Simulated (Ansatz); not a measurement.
`[CH3][Ga]([NH2])[CH2]F`, charge 0, multiplicity 1.

**Question.** Give a relaxed structure at PBE0-D4/def2-TZVP (Ansatz 0.2.0). (Best estimate.)

**Answer.** Ansatz gave: 
```xyz
12

C    -0.590    0.910   -1.574
Ga    0.119   -0.118   -0.066
N     1.359   -1.418   -0.366
C    -0.410    0.133    1.839
F    -1.361    1.149    1.959
H    -0.159    0.585   -2.523
H    -0.378    1.973   -1.440
H    -1.676    0.803   -1.628
H     1.715   -1.650   -1.278
H     1.776   -1.992    0.347
H    -0.842   -0.779    2.264
H     0.447    0.404    2.466
```
Point group Cs.
This is one stationary point; other conformers may exist.
